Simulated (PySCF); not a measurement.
**C₆ coefficients of unlike pairs at r2SCANh**

Calculated with PySCF 2.14 from the dipole response of each species, C₆(A,B) = (3/π) ∫ α_A(iu) α_B(iu) du, in atomic units, from isotropic polarisabilities. For ions this is the dispersion term alone; charge-induced terms of lower order in 1/R come first.

| species | configuration | basis | relativity | α (bohr³) | C₆ (like pair) |
| --- | --- | --- | --- | --- | --- |
| S³⁺ | [Ne] 3s2 3p1 (2P) | dyall-acv3z (19s12p6d4f) | none | 5.454 | 14.94 |
| Ni | [Ar] 3d8 4s2 (3F) | def2-TZVPPD (6s6p4d2f1g) | none | 50.41 | 416.6 |
| Te⁺ | [Kr] 4d10 5s2 5p3 (4S) | aug-cc-pVQZ-PP with ECP28MDF (7s7p5d3f2g) | core potential | 22.10 | 190.1 |

Estimate C₆ for Ni with S³⁺.

The integral gives 69.64. The combination rule 2 C_A C_B / (C_A α_B/α_A + C_B α_A/α_B) gives 67.97 and the geometric mean 78.90.

No spin-orbit coupling is included.

The other pairs:

```csv
pair,C₆
"Te⁺, Ni",260.5
"Te⁺, S³⁺",52.95
```
